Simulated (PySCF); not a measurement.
**Polarisability and C₆ of V (vanadium, neutral)**

[Ar] 3d3 4s2, high-spin 4F determinant. All numbers are calculated (PySCF 2.14, no relativity, point nucleus, in def2-TZVPPD (6s6p4d2f1g, 67 functions)). Coupled (time-dependent) response in atomic units; α is the mean over directions.

| method | mean α (bohr³) | C₆ (like pair) | S(−4) |
| --- | --- | --- | --- |
| UHF | 132.0 | 1431 | 44020 |
| PBE | 91.74 | 964.9 | 4875 |
| PBE0 | 97.42 | 1053 | 5525 |
| r2SCAN0 | 99.71 | 1109 | 6012 |

S(−4) is the Cauchy moment in α(ω) = α(0) + S(−4) ω² + …

Reference α: 87 ± 10 bohr³ (recommended; Schwerdtfeger and Nagle, table of static dipole polarizabilities (2023 update)). Published C₆: 832.0 (Chu and Dalgarno (2004); Tang, Norbeck and Certain (1976)).

Hartree-Fock lies above the reference because it lacks correlation, which contracts the outer shell.

α(iu) at r2SCAN0:

```
u (hartree)  α(iu) (bohr³)
          0          99.71
     0.0500          87.60
      0.100          66.47
      0.200          35.85
      0.300          21.36
      0.500          10.39
      0.750          5.950
       1.00          4.093
       1.50          2.433
       2.00          1.650
       3.00         0.9084
       5.00         0.3945
```

A single London oscillator, α(iu) = α/(1 + u²/ω²), gives C₆ = (3/4) ω α². Matching the computed C₆ needs ω = 4 × 1109 / (3 × 99.71²) = 0.149 hartree.
